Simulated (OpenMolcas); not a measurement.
# Ir2+ in a point-charge field

Ir2+ among 6 point charges of -1.2 e arranged as an octahedron (Oh), 1.8 Å from the ion.

* Program: OpenMolcas 26.06
* Method: SS-CASPT2, IPEA 0.25 Eh, imaginary shift 0.1 Eh (closed shells correlated: 5s 5p)
* Basis: ANO-RCC-VDZP [7s6p4d2f]
* Scalar Hamiltonian: DKH2, point nucleus
* Active space: 7 electrons in 5 orbitals (5d)
* State averaging: 2S+1 = 4 even, 10 roots; 2S+1 = 2 even, 40 roots
* Spin-orbit coupling: RASSI with atomic mean-field integrals over the reference wave functions

The lowest spin-free states (labels of O, the rotations of Oh), above the lowest:

| State | Degeneracy | E (cm-1) | Free-ion L (%) |
| --- | --- | --- | --- |
| 4T1 | 3 | 0 | F (93) |
| 2E | 2 | 970 | G (44) |
| 2T1 | 3 | 13000 | G (50) |
| 2T2 | 3 | 14200 | G (60) |
| 4T2 | 3 | 14990 | F (100) |
| 2T1 | 3 | 16900 | P (61) |
| 4T1 | 3 | 23360 | P (93) |
| 2A1 | 1 | 25600 | G (100) |
| 2T2 | 3 | 26570 | H (59) |
| 2T1 | 3 | 29080 | H (63) |
| 2E | 2 | 29800 | H (51) |
| 4A2 | 1 | 31400 | F (100) |
| 2T2 | 3 | 32550 | D (73) |
| 2T2 | 3 | 34690 | F (80) |
| 2T1 | 3 | 35640 | H (45) |
| 2A2 | 1 | 39590 | F (100) |
| 2E | 2 | 41250 | G (54) |
| 2T1 | 3 | 46060 | F (41) |
| 2E | 2 | 54720 | D (96) |
| 2T2 | 3 | 59380 | D (80) |

The lowest levels with spin-orbit coupling:

```tsv
E (cm-1)	Degeneracy	Label	2S+1	g
0	4	Γ8	4 (54 %)	
380	2	Γ6	4	4.69 4.69 4.69
2900	4	Γ8	4 (82 %)	
7790	2	Γ7	4	0.54 0.54 0.54
10570	4	Γ8	4 (56 %)	
13100	4	Γ8	2 (70 %)	
17580	4	Γ8	2 (77 %)	
17660	2	Γ7	2 (64 %)	0.17 0.17 0.17
17820	2	Γ6	2 (52 %)	2.32 2.32 2.32
19360	4	Γ8	2 (59 %)	
20490	4	Γ8	4 (74 %)	
22230	2	Γ6	4 (52 %)	2.37 2.37 2.37
23140	2	Γ6	2 (88 %)	0.88 0.88 0.88
24180	2	Γ7	4 (82 %)	0.35 0.35 0.35
25320	4	Γ8	4 (60 %)	
27220	2	Γ7	4 (58 %)	0.62 0.62 0.62
27600	4	Γ8	4 (74 %)	
30250	2	Γ6	2 (62 %)	2.46 2.46 2.46
30880	4	Γ8	4 (52 %)	
32300	4	Γ8	2 (72 %)
```

Powder χT (cm3 K/mol): 1.31 at 2 K, 1.33 at 10 K, 1.41 at 50 K, 1.51 at 100 K, 1.72 at 200 K, 1.89 at 300 K. The effective moment at 300 K is 2.828 √(χT) = 3.89 μB.

A least-squares ligand-field fit to the states below 45000 cm-1, each weighted by its degeneracy and with a free common offset, gives 10Dq = 15202 cm-1, B = 652 cm-1 and C = 3110 cm-1 (C/B = 4.77), with an rms deviation of 523 cm-1.

Roots that are degenerate in the reference are averaged as groups; the widest CASPT2 spread within a group is 380 cm-1 (the 3-fold group of multiplicity 2 near 14200 cm-1 above the lowest state of its run). Shifts and gaps below about the spread of the groups concerned are not significant. Spin-orbit coupling mixes the spin-free states strongly: the lowest level takes only 49 % from its leading state, 4T1. This shell can be high or low spin here, a state of another spin lies low, and with metal d orbitals alone active their balance is uncertain, so the ground spin may be wrong. Point charges give a weaker field than real ligands, and real ions of this kind are as a rule low spin; the high spin found here belongs to the model. Free-ion shares, where given, are those of the reference states; single-state CASPT2 does not remix them. This is an electrostatic model: the charges have no orbitals. No measured value stands beside these numbers.
